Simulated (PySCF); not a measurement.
**C4H8FO2: g tensor and hyperfine couplings**

Species: C₄H₈FO₂ (doublet state).
Numbering: `[CH3:1][O:2][CH2:3][C:4]([F:5])[O:6][CH3:7]` (hydrogens: H8, H9, H10 on C1; H11, H12 on C3; H13, H14, H15 on C7)

Structure used (GFN2-xTB), in Å, numbered top down from 1:
```xyz
15
C4H8FO2 angstrom
C     -2.013    0.314    0.575
O     -1.722    0.297   -0.799
C     -0.502    0.934   -1.151
C      0.726    0.151   -0.821
F      0.949   -0.957   -1.587
O      1.048   -0.001    0.491
C      2.016   -0.978    0.808
H     -2.995   -0.143    0.682
H     -1.281   -0.256    1.156
H     -2.041    1.341    0.959
H     -0.432    1.913   -0.658
H     -0.549    1.062   -2.235
H      2.946   -0.796    0.261
H      1.656   -1.983    0.568
H      2.190   -0.890    1.879
```

The hyperfine couplings belong to this conformer and change with its torsions.

The calculation used UKS B3LYP, pcH-1 on C F H O, non-relativistic, mean-field spin-orbit, GIAO (PySCF). Isolated species at its GFN2-xTB geometry (one conformer only). Couplings are sensitive to structure, and on GFN2-xTB geometries they can be far from those on DFT ones. No stability test was run, so a lower SCF solution isn't excluded.

| Item | Value |
| --- | --- |
| g1, g2, g3 | 2.00198, 2.00390, 2.00467 |
| g_iso | 2.00352 |
| Form of g | rhombic: the two nearest values differ by 28 % of g3 − g1 |
| ⟨S²⟩ | 0.7531 (exact 0.7500) |

Hyperfine couplings atom by atom, in G; T1 to T3 are the principal values of the dipolar part (MHz turned into gauss with g_iso; 10 G = 1 mT):

```csv
atom,isotope,a_iso,T1,T2,T3,Mulliken spin population
C1,13C,-0.6,-0.3,-0.2,0.5,0.00
O2,17O,-8.8,-8.3,3.9,4.4,0.05
C3,13C,14.2,-1.2,-0.8,2.0,-0.01
C4,13C,97.2,-26.7,-26.1,52.8,0.79
F5,19F,81.1,-77.7,-68.1,145.8,0.05
O6,17O,-8.2,-21.3,10.1,11.2,0.11
C7,13C,0.0,-0.6,-0.3,0.9,-0.01
H8,1H,1.9,-0.5,-0.4,0.8,0.00
H9,1H,0.9,-1.2,-0.5,1.7,0.00
H10,1H,0.0,-0.7,-0.4,1.1,0.00
H11,1H,0.8,-2.5,-1.4,3.9,0.00
H12,1H,2.1,-2.5,-1.4,3.9,0.00
H13,1H,5.4,-1.5,-1.3,2.8,0.02
H14,1H,4.6,-1.2,-1.0,2.2,0.00
H15,1H,-0.6,-1.1,-0.9,2.0,0.00
```

The largest Mulliken spin populations are on C4 (+0.79) and O6 (+0.11). C4 is the only atom above +0.15. The angles at C4 add up to 348.0°, so it is slightly pyramidal.

Under fast tumbling the dipolar parts average out, and these isotropic splittings remain: 1 × 19F (F5, I = 1/2, 2 lines) with 8.11 mT, 3 × 1H (H13/H14/H15, I = 1/2, 4 lines) with 0.32 mT, 2 × 1H (H11/H12, I = 1/2, 3 lines) with 0.15 mT and 3 × 1H (H8/H9/H10, I = 1/2, 4 lines) with 0.09 mT.

Nuclei that the bonding pattern makes equivalent are averaged, as if the motion that swaps them (rotation, inversion, ring flip) were fast. The three 1H nuclei of mean +8.9 MHz run from -1.7 to 15.2 MHz in the frozen geometry. The three 1H nuclei of mean +2.6 MHz run from 0.1 to 5.2 MHz in the frozen geometry.

The 17O coupling of O2 (-24.6 MHz) shows only in satellite lines or after enrichment, since that isotope makes up about 0.038 % of natural oxygen.

The 13C coupling of C4 (272.6 MHz) shows only in satellite lines or after enrichment, since that isotope makes up about 1.07 % of natural carbon.

On one thread, Arm Neoverse V2 (aarch64), shared host with 32 logical CPUs at a one-minute load of 20, this took 46 s (with the writing of density and orbital grids) and 0.96 GiB of memory at its peak.
